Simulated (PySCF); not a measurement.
Input of a response calculation (the driver script's job line, then coordinates in Å):

```
{"job": {"kind": "uv", "xc": "CAM-B3LYP", "basis": "def2-SVPD", "nstates": 8, "ntriplets": 3}, "charge": 0, "multiplicity": 1}
Si     2.036490    -0.007916     0.888350
O      1.004085    -0.181715    -0.365546
Al    -0.070816    -0.342432    -1.645224
As    -2.112129    -0.063889     0.027818
H      2.612350    -1.326127     1.155033
H      1.226982     0.467901     2.019710
H      3.044185     0.972793     0.484986
H     -0.392451     0.931522    -2.467665
H     -0.330321    -1.755938    -2.206041
H     -1.690659     1.353909     0.206472
H     -3.526813     0.301424     0.415476
H     -1.799705    -0.350217     1.460604
```

Its output, with some lines taken out ([cut]) and without the SCF cycles:

```
converged SCF energy = -2847.4884928554

Static polarisability (au): isotropic 89.990, principal 79.750 88.527 101.695

Singlet excitations
state   eV       nm        f      main configurations
[cut]
  2   6.4716    191.6   0.00301   H->L+1 0.62, H->L+2 0.23
[cut]
  4   6.9876    177.4   0.03260   H->L+2 0.57, H->L+1 0.13
[cut]
  6   7.3067    169.7   0.02253   H->L+3 0.44, H-2->L+2 0.14
[cut]
  8   7.5596    164.0   0.03377   H-1->L+3 0.29, H-3->L+2 0.15, H-2->L 0.15

Triplet excitations (Tamm-Dancoff, eV): 5.7353 5.8759 6.1978
```

Computed with TDDFT CAM-B3LYP/def2-SVPD, vertical, gas phase, core orbitals frozen in the response (PySCF 2.14.0, density-fitted response routines). Geometry: GFN2-xTB, one conformer, isolated molecule. The CAM-B3LYP/def2-SVPD calculation is non-relativistic and has no spin–orbit coupling, an omission that weighs most on arsenic.

Task: Restore the lines that were cut, in order.

Result: 
```
  1   6.1685    201.0   0.01272   H->L 0.87
  3   6.8931    179.9   0.18554   H-1->L 0.71
  5   7.0901    174.9   0.05581   H-1->L+1 0.42, H-1->L+2 0.28
  7   7.3941    167.7   0.05794   H-1->L+1 0.34, H-1->L+2 0.29
```

Task: Give the energy of state 5 in hartree, cm⁻¹ and kJ/mol.

Result: 0.26056 hartree, 57186 cm⁻¹, 684.1 kJ/mol.

Task: What is the polarisability anisotropy, √(½[(α1 − α2)² + (α2 − α3)² + (α3 − α1)²])?

Result: 19.13 au.

Task: What transition dipole goes with state 3?

Result: |μ|² = 3f / (2ΔE) = 3 × 0.1855 / (2 × 0.2533) ≈ 1.099 au, so |μ| = 2.66 D.

Task: Write the structure that the coordinates describe.

Result: `[O]([SiH3])[AlH2-][AsH3+]` (AlAsH8OSi).

H and L stand for HOMO and LUMO.

The run took 26 s on an Arm Neoverse V1 with one thread, shared host with 32 logical CPUs at a one-minute load of 17, and the process peaked at 0.73 GiB of memory.
